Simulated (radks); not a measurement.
Results of a calculation; reference values are marked as such.
All-electron atom: Bi3+ in [Hg]. Code: a radial shooting solver on a logarithmic mesh with Libxc functionals. Model: scalar-relativistic Kohn-Sham, PBE, spin-polarised, spherical densities, finite nucleus; Fermi nuclear charge, rms radius 5.5211 fm. Some entries of the table are withheld. Estimate them.

| orbital | occ. | eigenvalue (hartree) | <r> (bohr) |
|---|---|---|---|
| 1s | 2 | -3331.164 | 0.01580 |
| 2s | 2 | -599.4248 | 0.06649 |
| 2p | 6 | -513.1329 | (1) |
| 3s | 2 | -145.4836 | 0.1716 |
| 3p | 6 | -120.8150 | 0.1737 |
| 3d | 10 | -95.97996 | 0.1575 |
| 4s | 2 | -34.18695 | 0.3771 |
| 4p | 6 | -26.09991 | 0.4025 |
| 4d | 10 | (2) | 0.4225 |
| 5s | 2 | -6.82244 | 0.8310 |
| 4f | 14 | (3) | 0.4409 |
| 5p | 6 | -4.55113 | 0.9474 |
| 5d | 10 | -2.01476 | 1.218 |
| 6s | 2 | -1.46923 | 2.014 |

Answer. 
(1) 2p <r> (bohr): 0.06054
(2) 4d eigenvalue (hartree): -16.83847
(3) 4f eigenvalue (hartree): -6.64111
